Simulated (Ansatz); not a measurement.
Molecule: CH₇ClFNSi₂, charge 0, multiplicity 1. 
Structure (B3LYP-D3(BJ)/def2-TZVP (Ansatz, a quantum-chemistry and plane-wave program) minimum search):
```
N
H 1 1.0118
Si 1 1.7047 2 114.43
F 3 1.6019 1 111.23 2 -94.28
Si 1 1.7363 2 115.82 3 -174.59
H 5 1.4785 1 107.04 2 174.75
H 5 1.4812 6 109.63 1 120.95
H 5 1.4820 6 109.39 7 118.27
C 3 1.8457 4 107.51 1 125.32
H 9 1.0905 3 110.66 4 176.46
H 9 1.0907 10 108.57 3 121.08
H 9 1.0914 10 108.49 11 117.31
Cl 3 2.0624 4 105.64 1 -115.79
```

Property: atomisation energy (electronic, to ground-state atoms); the coupled-cluster value holds the core correlation from cc-pwCVTZ, in kcal/mol. Cores are frozen in the correlated levels unless marked. Open shells are spin-unrestricted. No spin-orbit coupling. No relativistic terms. Basis-set limits of correlation are two-point, X^-3; Hartree-Fock from the larger set.

Level to compare with: CCSD(T)/CBS(cc-pV(T+d)Z,cc-pV(Q+d)Z) plus the core term (Ansatz), 1137.6 kcal/mol. It is a level with limits of its own, and the differences hold the functionals' basis error too.

Rank these functionals by how close they come to CCSD(T)/CBS(cc-pV(T+d)Z,cc-pV(Q+d)Z), closest first: CAM-B3LYP/def2-TZVPD (Ansatz); wB97X/def2-TZVPD (Ansatz); wB97X-V/def2-TZVPD (Ansatz).

wB97X-V/def2-TZVPD (range-separated hybrid with VV10, 1136.3 kcal/mol, difference -1.3), wB97X/def2-TZVPD (range-separated hybrid, 1130.1 kcal/mol, difference -7.5), CAM-B3LYP/def2-TZVPD (range-separated hybrid, 1126.6 kcal/mol, difference -11.0)
